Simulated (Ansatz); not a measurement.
Dissociation curve of LiNa, singlet.

Method: full CI/cc-pVQZ, frozen core (Ansatz, an electronic-structure program).

Q: Relative to R = 2.93 Å, what are the energies at R = 2.52, 3.37, 5.34, 7.97 Å?

A: 5.5 mEh at 2.52 Å, 3.0 mEh at 3.37 Å, 27.1 mEh at 5.34 Å, 31.5 mEh at 7.97 Å.
